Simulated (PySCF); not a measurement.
C₂H₁₁NSi₂, SMILES C[SiH2]N(C)[SiH3]. Heavy atoms are numbered as in [SiH3:1][N:2]([CH3:3])[SiH2:4][CH3:5]. Hydrogens are named by the atom that carries them.

Geometry: PBE0-D3(BJ)/def2-SVP. Other conformers were not sampled.

Calculation: PBE/pcSseg-1 run with PySCF.

GIAO shieldings, no solvent; atoms alike by connectivity are averaged. δ = σ(ref) − σ: ²⁹Si against TMS (σ = 335.4 ppm); ¹⁵N against NH3 (σ = 267.0 ppm); ¹³C against TMS (σ = 182.0 ppm); ¹H against TMS (σ = 31.49 ppm), references at their B3LYP-D3(BJ)/def2-TZVP geometries, non-relativistic.

```json
[
 {"nucleus": "²⁹Si", "atoms": "Si4 (SiH2)", "count": "1", "δ (ppm)": "-19.7"},
 {"nucleus": "²⁹Si", "atoms": "Si1 (SiH3)", "count": "1", "δ (ppm)": "-43.7"},
 {"nucleus": "¹⁵N", "atoms": "N2", "count": "1", "δ (ppm)": "15.9"},
 {"nucleus": "¹³C", "atoms": "C3 (CH3)", "count": "1", "δ (ppm)": "36.9"},
 {"nucleus": "¹³C", "atoms": "C5 (CH3)", "count": "1", "δ (ppm)": "-1.8"},
 {"nucleus": "¹H", "atoms": "H on Si4", "count": "2", "δ (ppm)": "5.21"},
 {"nucleus": "¹H", "atoms": "H on Si1", "count": "3", "δ (ppm)": "5.13"},
 {"nucleus": "¹H", "atoms": "H on C3", "count": "3", "δ (ppm)": "2.92"},
 {"nucleus": "¹H", "atoms": "H on C5", "count": "3", "δ (ppm)": "0.48"}
]
```
